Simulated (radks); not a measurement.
Ionisation of the aluminium ion Al3+, [Ne], to [He] 2s2 2p5 as the strength of local exchange is varied. Calculated with a radial shooting solver on a logarithmic mesh with Libxc functionals: Dirac Kohn-Sham, Slater X-alpha exchange (alpha = 2/3 is LDA exchange), no correlation, spin-unpolarised, spherical densities, finite nucleus; Fermi nuclear charge, rms radius 3.061 fm.

| alpha | E(Al3+) (hartree) | exchange (hartree) | IE (eV) | -e of the level emptied (eV) | <r> of it (bohr) |
|---|---|---|---|---|---|
| 0.616 | -237.74091 | -14.62573 | 116.92 | 99.919 (2p3/2) | 0.6037 |
| 0.624 | -237.93092 | -14.82500 | 117.26 | 100.25 (2p3/2) | 0.6031 |
| 0.667 | -238.95424 | -15.90012 | 119.11 | 102.02 (2p3/2) | 0.5997 |
| 0.765 | -241.29935 | -18.37616 | 123.39 | 106.11 (2p3/2) | 0.5922 |
| 0.952 | -245.82391 | -23.20011 | 131.77 | 114.14 (2p3/2) | 0.5784 |

NIST Atomic Spectra Database: 119.99 eV (measured). The Delta-SCF value meets it near alpha = 0.69. Spin polarisation and multiplet splitting are left out, so open shells lie too high by an amount that depends on their filling.

Beside tabulated values, note that spin-unpolarised runs miss the spin-polarisation part of the exchange energy of open shells.
